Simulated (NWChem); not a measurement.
Molecule: CH6F2Si2; SMILES F[SiH2]C[SiH2]F

```xyz
11

Si     0.3947     1.6007     0.0032
F     -0.6625     2.8383    -0.0001
C     -0.5618     0.0000     0.0003
Si     0.3947    -1.6006    -0.0024
F     -0.6624    -2.8383    -0.0016
H      1.2308     1.7259     1.2296
H      1.2379     1.7252    -1.2184
H     -1.2180     0.0016    -0.8886
H     -1.2209    -0.0016     0.8870
H      1.2367    -1.7267     1.2199
H      1.2320    -1.7242    -1.2282
```
Atoms are numbered in this order, from 1.

Results from NWChem. Pople sets run with spherical d functions. Geometry: optimised at PBE0/def2-SVP. Atomic charges in e: unrestrained fits to the electrostatic potential beside Mulliken populations; buried atoms are poorly determined by the fit.

For level B3LYP/def2-SVP:

| Property | Result |
|---|---|
| ESP Si1 | 0.74 |
| Mulliken Si1 | 0.71 |
| Mulliken F2 | -0.35 |
| Mulliken C3 | -0.46 |
| ESP Si4 | 0.74 |
| Mulliken Si4 | 0.71 |
| Mulliken F5 | -0.35 |

Q: Estimate the same quantities for level Hartree-Fock/6-31G*.

A: 
| Item | Value |
|---|---|
| ESP Si1 | 0.87 |
| Mulliken Si1 | 1.14 |
| Mulliken F2 | -0.54 |
| Mulliken C3 | -0.97 |
| ESP Si4 | 0.87 |
| Mulliken Si4 | 1.14 |
| Mulliken F5 | -0.54 |
